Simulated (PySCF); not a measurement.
Geometry:
```json
{"atom": "N1", "x (Å)": "3.099", "y (Å)": "-0.103", "z (Å)": "-0.426"}
{"atom": "C2", "x (Å)": "2.090", "y (Å)": "0.639", "z (Å)": "-0.329"}
{"atom": "C3", "x (Å)": "0.684", "y (Å)": "0.265", "z (Å)": "-0.111"}
{"atom": "C4", "x (Å)": "0.270", "y (Å)": "-1.061", "z (Å)": "0.027"}
{"atom": "C5", "x (Å)": "-1.055", "y (Å)": "-1.389", "z (Å)": "0.229"}
{"atom": "C6", "x (Å)": "-2.007", "y (Å)": "-0.380", "z (Å)": "0.299"}
{"atom": "Cl7", "x (Å)": "-3.663", "y (Å)": "-0.778", "z (Å)": "0.549"}
{"atom": "C8", "x (Å)": "-1.638", "y (Å)": "0.950", "z (Å)": "0.168"}
{"atom": "C9", "x (Å)": "-0.305", "y (Å)": "1.249", "z (Å)": "-0.034"}
{"atom": "F10", "x (Å)": "0.037", "y (Å)": "2.542", "z (Å)": "-0.159"}
{"atom": "H11", "x (Å)": "2.926", "y (Å)": "-1.104", "z (Å)": "-0.341"}
{"atom": "H12", "x (Å)": "2.274", "y (Å)": "1.706", "z (Å)": "-0.420"}
{"atom": "H13", "x (Å)": "1.003", "y (Å)": "-1.852", "z (Å)": "-0.027"}
{"atom": "H14", "x (Å)": "-1.354", "y (Å)": "-2.420", "z (Å)": "0.332"}
{"atom": "H15", "x (Å)": "-2.366", "y (Å)": "1.744", "z (Å)": "0.220"}
```

One conformer, non-relativistic, gas phase. Shieldings: GIAO PBE0/pcSseg-1; structure optimised with GFN2-xTB; PySCF 2.14.

Scale: 13C (σ = 186.93 ppm) and 1H (σ = 31.72 ppm) vs TMS; NH3 for 15N (σ = 267.73 ppm); 35Cl (σ = 949.78 ppm) against HCl; 19F (σ = 170.95 ppm) against CFCl3 (reference shieldings calculated alike).

```csv
atoms,nucleus,count,Hirshfeld charge,δ (ppm)
H12,1H,1,0.04,?
C6,13C,1,0.03,?
H14,1H,1,0.06,?
C3,13C,1,-0.03,123.8
H13,1H,1,0.06,7.74
F10,19F,1,-0.06,-126.7
C4,13C,1,-0.03,130.1
C5,13C,1,-0.06,130.5
C2,13C,1,0.04,161.6
N1,15N,1,-0.23,344.7
H11,1H,1,0.10,11.86
C8,13C,1,-0.07,124.3
C9,13C,1,0.10,?
H15,1H,1,0.06,?
Cl7,35Cl,1,-0.01,257
```

Question: Fill in the missing shifts.

Answer: 
- C9: 171.6 ppm, aromatic carbon bearing fluorine; an ipso carbon deshielded by its heteroatom
- C6: 150.5 ppm, aromatic carbon bearing chlorine
- H12: 8.89 ppm, hydrogen on a C=N carbon
- H14: 7.48 ppm, hydrogen on an aromatic CH; aromatic region
- H15: 7.47 ppm, hydrogen on an aromatic CH; it sits in the deshielding region of the aromatic ring current

OH/NH shifts are gas-phase values; hydrogen bonding in solution moves them, usually downfield. Carbons that carry Cl, above all several Cl atoms, come out too deshielded, partly because spin–orbit coupling is missing. Shifts are as computed. Against solution values, carbons near 30 ppm lie about +3 ppm off and those near 130 ppm about +5 ppm; carbons on Cl a further +6 ppm. Of 1211 compounds with measured shifts, 218 miss one by over three times the rms of a fit or turn the order of signals round; such compounds aren't used in these exercises. Unscaled 19F shifts against computed CFCl3 carry errors that often reach 10 to 50 ppm. Experimental scales use liquid or dissolved standards, which lie at an offset from isolated NH3 (liquid NH3: subtract about 20 ppm). Unscaled 15N shifts of sp2 nitrogen come out 20 to 40 ppm too high even then.
